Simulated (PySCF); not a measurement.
Isomers of C6H12O2Si2, one GFN2-xTB conformer each. Single-point energies are computed at PBE0/pcSseg-1 (PySCF, gas phase, no added dispersion term), electronic only.

Question: Rank them by PBE0/pcSseg-1 energy, lowest first (kcal/mol).
A. `[CH3:1][O:2][CH2:3][SiH2:4][SiH2:5][c:6]1[cH:7][cH:8][cH:9][o:10]1` with C1–O2–C3–Si4 177°, O2–C3–Si4–Si5 -48°, C3–Si4–Si5–C6 -67°, Si4–Si5–C6–C7 -122°
B. `[O:1]=[C:2]1[CH2:3][CH:4](/[C:5]([SiH3:6])=[CH:7]\[O:8][SiH3:9])[CH2:10]1` with C3–C4–C5–Si6 63°, C5–C7–O8–Si9 -168°
C. `[CH3:1][CH2:2][SiH2:3][C:4]#[C:5][SiH2:6][C:7](=[O:8])[O:9][CH3:10]` with C1–C2–Si3–C4 60°, C5–Si6–C7–O8 89°, Si6–C7–O9–C10 178°
D. `[CH2:1]=[C:2]([CH3:3])[Si@H:4]1[SiH2:5][O:6][CH:7]=[C:8]1[O:9][CH3:10]` with C1–C2–Si4–Si5 124°, C7–C8–O9–C10 0°
E. `[CH2:1]=[C:2]([CH3:3])[Si@@:4]1([O:5][SiH3:6])[O:7][CH2:8][C:9]1=[CH2:10]` with C1–C2–Si4–O5 7°, C2–Si4–O5–Si6 171°

Answer: E (0.0), D (52.6), B (56.2), C (58.0), A (61.1).

As drawn, the lowest has a four-membered ring, an Si–O bond and a C=C bond outside aromatic rings, which the highest lacks; the highest has an aromatic ring and an Si–Si bond, which the lowest lacks. Neighbours under 2.5 kcal/mol apart (O=C1CC(/C([SiH3])=C\O[SiH3])C1 and CC[SiH2]C#C[SiH2]C(=O)OC) can change places with a better method, another conformer or zero-point energy. GFN2-xTB itself gives, in the same order: 0.0, 50.9, 26.3, 84.9, 63.4. Both levels put the same isomer lowest; measured from each level's own lowest isomer, the values differ by up to 29.9 kcal/mol (O=C1CC(/C([SiH3])=C\O[SiH3])C1: 26.3 against 56.2).

Which frontier levels, dipoles and rotational constants go with these structures?

```csv
SMILES,"HOMO (eV, PBE0/pcSseg-1)",LUMO (eV),dipole (D),"A, B, C (MHz)"
C=C(C)[Si@@]1(O[SiH3])OCC1=C,-7.57,-0.61,1.42,"1070, 849.4, 589.7"
C=C(C)[Si@H]1[SiH2]OC=C1OC,-5.99,-0.29,0.86,"1070, 885.6, 575.1"
O=C1CC(/C([SiH3])=C\O[SiH3])C1,-6.81,-0.62,4.42,"1637, 478.6, 397.3"
CC[SiH2]C#C[SiH2]C(=O)OC,-7.60,-0.89,1.66,"1368, 412.6, 351.4"
COC[SiH2][SiH2]c1ccco1,-6.59,-0.17,1.66,"1466, 589.3, 486.2"
```
